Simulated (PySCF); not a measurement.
How methods differ on the excitation energy of Al

Al [Ne] 3s2 3p1 (2P) → Al [Ne] 3s1 3p2 (4P), as a difference of total energies. Calculation: PySCF 2.14, in x2c-TZVPPall with one added diffuse shell each of s, p, d type (6s6p4d1f, 51 functions); the spin-free X2C one-electron Hamiltonian (Gaussian nucleus). Correlated levels: valence and next inner shell: 1s2 frozen. The calculations carry no spin-orbit coupling.

```csv
method,excitation energy (eV)
UHF,2.437
MP2 (valence and next inner shell),3.311
SCS-MP2 (valence and next inner shell),3.576
CCSD (valence and next inner shell),3.517
CCSD(T) (valence and next inner shell),3.565
```

Problem. How much does correlation contribute at CCSD(T) (valence and next inner shell)?

Solution. 3.565 − (2.437) = 1.128 eV, measured against UHF.

Errors of the correlated levels include the incompleteness of this basis and the frozen core.

For comparison: 3.598 eV (measured; NIST levels, between the centres of gravity of the two terms).
